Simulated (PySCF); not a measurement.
An isoelectronic set: 53 electrons

r²SCAN in PySCF with x2c-SVPall on every atom, spin-free X2C, for the lowest determinant that a PBE0 search found; no spin–orbit coupling. All have 53 electrons, 7 of them in the valence shells, and the same state, a doublet (π ↑). For ions De leads to the atom and ion picked by measured ionisation energies and electron affinities.

```tsv
species	difference of nuclear charges	Re (Å)	ωe (cm⁻¹)	k (mdyn/Å)	De (eV)	dissociates to	Mayer bond order
KSe	15	2.968	197	0.598	2.43	K + Se	0.74
KBr⁺	16	3.437	82.0	0.103	0.26	K⁺ + Br	0.17
SrS⁺	22	2.583	333	1.53	3.09	Sr⁺ + S	1.24
HI⁺	52	1.640	2220	2.90	3.37	H + I⁺	0.95
```

Q: Which member of the whole set has the stiffest bond, and how does it compare with the softest?

A: HI⁺ with k = 2.90 mdyn/Å, 28 times that of KBr⁺.

Weak bonds: KBr⁺. Basis-set superposition, not corrected here, can be much of De in a small basis, most of all at correlated wavefunction levels. These are scalar-relativistic numbers at best; spin–orbit coupling would shift them, the dissociation energy most. For an ion De counts to the pair picked by the measured ionisation energies or electron affinities, which need not be the lowest pair at this level. States were picked by a PBE0 search and need not be the measured ground states.
